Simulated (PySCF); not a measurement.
These are PBE-D3(BJ)/def2-TZVP // B3LYP-D3(BJ)/def2-TZVP (PySCF 2.14.0) values and carry that method's errors. Gas-phase values, no solvent. Excitations are Tamm–Dancoff values on a coarser integration grid. The basis has no diffuse functions, so Rydberg states are missing or too high.

Reference species (SMILES): `[I][Al]([I])[I]` (neutral, multiplicity 1).

- S1 oscillator strength: 0.000
- S1 excitation (TDA): 4.00 eV
- HOMO: -6.62 eV
- HOMO–LUMO gap: 3.87 eV

Changed species: `[I][AlH2]` (2 of 3 I replaced by H; the reference has 0 of 3 I replaced by H).

Q: What does the change do to the S1 oscillator strength, S1 excitation (TDA), HOMO and HOMO–LUMO gap?

A: the S1 oscillator strength is nearly the same; the S1 excitation (TDA) drops by 0.04 eV, to 3.96 eV; the HOMO rises by 0.07 eV, to -6.55 eV; the HOMO–LUMO gap goes up by 0.05 eV, to 3.92 eV.
